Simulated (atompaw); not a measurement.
# Ba (Z = 56): one change to a PAW (atompaw) potential, before and after

atompaw 4.2.0.5 input, output lines left out:

```
Ba 56
LDA-PW scalarrelativistic loggrid 2001 logderivrange -2 5 176
6 6 5 0 0 0
6 0 1.75
6 1 0.25
5 2 0
0 0 0
c
c
c
c
c
v
c
c
c
c
v
c
c
v
3
3.00 2.75 2.40 1.65
y
1.1
n
y
2.5
n
y
0.35
n
y
-0.15
y
0.8
n
custom polynom2 7 10 vanderbiltortho sinc
bessel
3.00
3.00
3.00
3.00
3.00
3.00
3.00
3.00
```

Change: wave 6p channel at 2.5 Ry: rc 3.00 bohr becomes 6p channel at 7.69 Ry: rc 3.00 bohr.

Cutoffs: the cutoffs (Ry, on a coarse ladder) from which the occupation-weighted sum of valence levels, in a spherical-Bessel basis at the reference potential, stays within 10 and 1 mRy of its value at 400 Ry; they do not see the model core or the augmentation charge, which bear on the density cutoff.

Question: What does the change do?

Answer: Both files are so soft that the ladder of cutoffs tells neither apart; the bound ghosts move from p, s to s; the range in which the p phases agree narrows (upper end at the end of the scan → 0.1).

| quantity | base | changed |
| --- | --- | --- |
| cutoff, loose | 6 Ry | 6 Ry |
| cutoff, tight | 12 Ry | 12 Ry |
| bound ghosts | s, p | s |
| s: phases at 3.01 bohr within 0.05 rad from the reference energy up to (Ry; the scan ends near 5) | 4.0 | 4.0 |
| p: phases at 3.01 bohr within 0.05 rad from the reference energy up to (Ry; the scan ends near 5) | to the end of the scan | 0.1 |
| d: phases at 3.01 bohr within 0.05 rad from the reference energy up to (Ry; the scan ends near 5) | 2.8 | 2.8 |
| f: phases at 3.01 bohr within 0.05 rad from the reference energy up to (Ry; the scan ends near 5) | 1.3 | 1.3 |
| lowest overlap eigenvalue by channel | s 0.40, p 0.64, d 0.90, f 1.00 | s 0.40, p 1.00, d 0.90, f 1.00 |

 A true bound ghost makes a file unfit for plane-wave use even where its test errors are small: the radial tests pick states by their node count and pass the ghost by. The cutoffs see the waves, projectors and local potential, not the compensation charge or the core.
